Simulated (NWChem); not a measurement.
## Ionisation of C2H5Se

```xyz
8

C      1.5313     0.1900    -0.5678
Se    -0.0110    -0.2039     0.3921
C     -1.3380     0.5109    -0.8630
H      2.4815    -0.1138    -0.1249
H      1.5086     0.9270    -1.3733
H     -1.1702     1.5857    -1.0163
H     -1.2776    -0.0265    -1.8188
H     -2.3274     0.3549    -0.4121
```
Charge 0, spin multiplicity 2.

All runs are NWChem calculations. All single points use one geometry, from UB3LYP/def2-SVP, a minimum by its harmonic frequencies. It is one conformer; others weren't searched.

Basis set: def2-SVPD. −ε marks an orbital energy of the parent.

The Hamiltonian is non-relativistic. B3LYP has NWChem's definition, with VWN1-RPA local correlation. The structure started from a generated list of species. No SCF solution was tested for a lower state. Open-shell Hartree-Fock references start from PBE0 orbitals.

**Question.** Order these methods by the first vertical ionisation energy they give, lowest first: −ε(alpha HOMO) of B3LYP, −ε(alpha HOMO) of PBE, −ε(alpha HOMO) of HF, −ε(alpha HOMO) of r2SCAN.

**Answer.** −ε(alpha HOMO) of PBE (3.87 eV), −ε(alpha HOMO) of r2SCAN (4.23 eV), −ε(alpha HOMO) of B3LYP (4.84 eV), −ε(alpha HOMO) of HF (7.94 eV)
